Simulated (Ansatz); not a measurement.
SiH2Me(vinyl) (C3H8Si), 12 atoms. Hardware: 4 threads of Intel Xeon on a shared host.

Correlated methods freeze 8 core orbitals.

(1) How many basis functions does each of these Ansatz runs have, and roughly what does it cost? PBE0-D4/def2-SVP, charge 1 doublet at the geometry of the charge 0 singlet, energy with a search over starts; MP2/def2-TZVP, charge 0 singlet, energy, from earlier orbitals; PBE0-D4/def2-SVP, charge 0 singlet, energy, from earlier orbitals; BLYP-D4/def2-TZVP, charge 0 singlet, energy, from earlier orbitals; PBE-D4/def2-TZVP, charge 1 doublet at the geometry of the charge 0 singlet, energy, from earlier orbitals; B2PLYP/def2-TZVP, charge 0 singlet, energy, from earlier orbitals; ωB97M-V/def2-TZVP, charge 0 singlet, energy, from earlier orbitals; HF/def2-TZVP, charge 0 singlet, energy, from earlier orbitals; LDA (SPW92)/def2-TZVP, charge 0 singlet, energy, from earlier orbitals; RPA@PBE/def2-TZVP, charge 0 singlet, energy, from earlier orbitals; CCSD(T)/def2-TZVPP, charge 0 singlet, energy, from earlier orbitals; r2SCAN-D4/def2-SVP, charge 0 singlet, relaxation, 7 steps.

## Answers

(1) Other jobs shared the machine, so times can vary by a factor of up to 3. A dash marks memory too small to be measured apart from the calling script's.

| run | functions | fitting or Cholesky vectors | wall time | peak host memory (GiB) |
| --- | --- | --- | --- | --- |
| HF/def2-TZVP, charge 0 singlet, energy, from earlier orbitals | 178 | 1359 | 3.7 s | – |
| LDA (SPW92)/def2-TZVP, charge 0 singlet, energy, from earlier orbitals | 178 | 1144 | 4.4 s | – |
| BLYP-D4/def2-TZVP, charge 0 singlet, energy, from earlier orbitals | 178 | 1144 | 4.8 s | – |
| PBE0-D4/def2-SVP, charge 0 singlet, energy, from earlier orbitals | 100 | 1134 | 4.9 s | – |
| MP2/def2-TZVP, charge 0 singlet, energy, from earlier orbitals | 178 | 1205 | 7 s | – |
| RPA@PBE/def2-TZVP, charge 0 singlet, energy, from earlier orbitals | 178 | 1205 | 9.1 s | – |
| PBE0-D4/def2-SVP, charge 1 doublet at the geometry of the charge 0 singlet, energy with a search over starts | 100 | 1134 | 11 s | – |
| PBE-D4/def2-TZVP, charge 1 doublet at the geometry of the charge 0 singlet, energy, from earlier orbitals | 178 | 1144 | 11 s | – |
| B2PLYP/def2-TZVP, charge 0 singlet, energy, from earlier orbitals | 178 | 1205 | 11 s | – |
| ωB97M-V/def2-TZVP, charge 0 singlet, energy, from earlier orbitals | 178 | 1144 | 14 s | – |
| r2SCAN-D4/def2-SVP, charge 0 singlet, relaxation, 7 steps | 100 | 1134 | 37 s | – |
| CCSD(T)/def2-TZVPP, charge 0 singlet, energy, from earlier orbitals | 247 | 1412 | 5.6 min | 2 |
